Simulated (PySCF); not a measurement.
Species: C6H8N (charge +1).
Numbering: `[CH3:1][n+:2]1[cH:3][cH:4][cH:5][cH:6][cH:7]1` (hydrogens: H8, H9, H10 on C1; H11 on C3; H12 on C4; H13 on C5; H14 on C6; H15 on C7)

Computed, not measured: BHandHLYP/def2-SVP geometry optimisation, gas phase (PySCF 2.14.0).

(1) Give the optimised bond lengths and angles.

Results:

(1) 
| bond | length (Å) | order |
| --- | --- | --- |
| C1–N2 | 1.471 | single |
| N2–C3, N2–C7 | 1.342 | aromatic |
| C3–C4, C6–C7 | 1.377 | aromatic |
| C4–C5, C5–C6 | 1.389 | aromatic |
| C1–H8, C1–H9, C1–H10 | 1.089 | single |
| C3–H11, C7–H15 | 1.083 | single |
| C4–H12, C6–H14 | 1.083 | single |
| C5–H13 | 1.084 | single |

Bonds in one row agree within 0.01 Å and their mean is given. Orders are formal, as drawn. A selection of angles:
| angle | degrees |
| --- | --- |
| N2–C1–H8 | 109.4 |
| H8–C1–H9 | 110.0 |
| C1–N2–C3 | 119.0 |
| C3–N2–C7 | 120.8 |
| N2–C3–C4 | 120.9 |
| N2–C3–H11 | 116.5 |
| C4–C3–H11 | 122.5 |
| C3–C4–C5 | 119.1 |
| C3–C4–H12 | 119.4 |
| C5–C4–H12 | 121.6 |
| C4–C5–C6 | 119.2 |
| C4–C5–H13 | 120.4 |
| C6–C7–H15 | 122.4 |

N2 (pyridinium-type nitrogen) is planar (angles 120.8°, 120.2° and 119.0°, sum 360.0°, 0.01 Å off the plane of its three neighbours). The 6-membered ring N2–C3–C4–C5–C6–C7 has internal angles of 119.1° to 120.9° (sum 720°, against 720° for a flat polygon); it is planar, 0.00 Å rms from its mean plane, widest ring torsion 0°. The 7 heavy atoms lie in one plane (0.007 Å rms). Of the pairs four or more bonds apart, H10···H15 is among the closest relative to their van der Waals radii: 2.21 Å, 92 % of the sum of Bondi's values. C3 (aromatic CH next to a ring nitrogen) is planar (angles 122.5°, 120.9° and 116.5°, sum 360.0°, 0.00 Å off the plane of its three neighbours). C4 (aromatic CH carbon) is planar (angles 121.6°, 119.4° and 119.1°, sum 360.0°, 0.00 Å off the plane of its three neighbours). C5 (aromatic CH carbon) is planar (angles 120.4°, 120.4° and 119.2°, sum 360.0°, 0.00 Å off the plane of its three neighbours).

No frequency check. Isolated species at its BHandHLYP/def2-SVP geometry, gas phase.
